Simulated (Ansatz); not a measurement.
## Appearance energy of a fragment ion: C5H10O2 → [C4H9]+ + CHO2 + e⁻

Species: C5H10O2 (pivalic acid) `CC(C)(C)C(=O)O`, singlet; [C4H9]+ `C[C+](C)C`, singlet; CHO2 `O=[C]O`, doublet. 

Shapes, held fixed at every level: PBE0-D4/def2-TZVP. Flexible molecules stand in one conformer, not always the lowest. Programs: Ansatz 0.2.0. Electronic energies: no zero-point or thermal term.

```json
{"level": "MP2/def2-SVP", "kind": "perturbation theory", "ΔE (eV)": "+10.99", "less CCSD(T)/CBS estimate": "-0.05"}
{"level": "HF/def2-TZVPP", "kind": "Hartree–Fock", "ΔE (eV)": "+9.19", "less CCSD(T)/CBS estimate": "-1.85"}
{"level": "r2SCAN0-D4/def2-TZVPP", "kind": "global hybrid", "ΔE (eV)": "+10.65", "less CCSD(T)/CBS estimate": "-0.39"}
{"level": "wB97M-V/def2-TZVPP", "kind": "range-separated hybrid", "ΔE (eV)": "+10.75", "less CCSD(T)/CBS estimate": "-0.29"}
{"level": "wB97X-V/def2-TZVPP", "kind": "range-separated hybrid", "ΔE (eV)": "+10.79", "less CCSD(T)/CBS estimate": "-0.25"}
{"level": "CCSD(T)/def2-SVP", "kind": "coupled cluster or CI", "ΔE (eV)": "+10.84", "less CCSD(T)/CBS estimate": "-0.20"}
{"level": "CCSD/def2-TZVPP", "kind": "coupled cluster or CI", "ΔE (eV)": "+10.82", "less CCSD(T)/CBS estimate": "-0.22"}
{"level": "CCSD(T)/CBS estimate", "kind": "coupled cluster or CI", "ΔE (eV)": "+11.04", "less CCSD(T)/CBS estimate": "0.00"}
```

The highest level, CCSD(T)/CBS estimate, gives ΔE = +11.04 eV; the levels span +9.19 to +11.04. The column of differences is taken from that level and isn't an error. No measured value is set beside it here. Open shells run unrestricted. The CBS estimate extrapolates MP2 from def2-TZVPP and def2-QZVPP and adds CCSD(T) − MP2 in the triple-zeta set, cores frozen. The onset seen in experiment also holds zero-point changes and kinetic shifts. CCSD(T)/CBS estimate lies outside the range of all other levels here, so it shouldn't be taken on trust.
